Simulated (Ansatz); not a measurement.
copper atom (Cu), doublet; B3LYP/aug-cc-pVDZ (Ansatz, a first-principles code).

Here is a job for Ansatz.
Ansatz 0.2 input:
```yaml
crystal:
  periodic: [false, false, false]
  atoms:
    - {symbol: Cu, position_ang: [0.00000000, 0.00000000, 0.00000000]}
basis:
  gaussian:
    orbitals: aug-cc-pVDZ
    fitting: {mean_field: def2-universal-JKFIT}
hamiltonian:
  xc: b3lyp
magnetization: {spin_polarized: true, initial_magnetization: 1}
```

Task: What does Ansatz print? Leave out banner, timings and long lists.

Result: 
```
Functional definition: B3LYP
264 factors; integrals over basis functions are off by at most 3.7e-1 eV
mean field evaluation 1: about -44638.7896 eV, gradient 4.5e1 eV
mean field evaluation 2: about -43818.9257 eV, gradient 3.4e2 eV
mean field evaluation 4: about -44642.1290 eV, gradient 1.2e1 eV
mean field evaluation 8: about -44642.4284 eV, gradient 4.7e-3 eV
mean field evaluation 16: about -44640.6065 eV, gradient 2.4e1 eV
mean field -44642.42838847 eV, -1640.5789835514 hartree, gradient 5.3e-5 eV, S^2 0.750990; 2 other end points of the search recorded, 0 dependent functions left out
reference -44642.42855109 eV, -1640.5789895278 hartree; 15, 14 occupied and 44, 45 virtual orbitals, 264 factors
Total energy: -44642.42855109 eV, -1640.5789895278 hartree
```
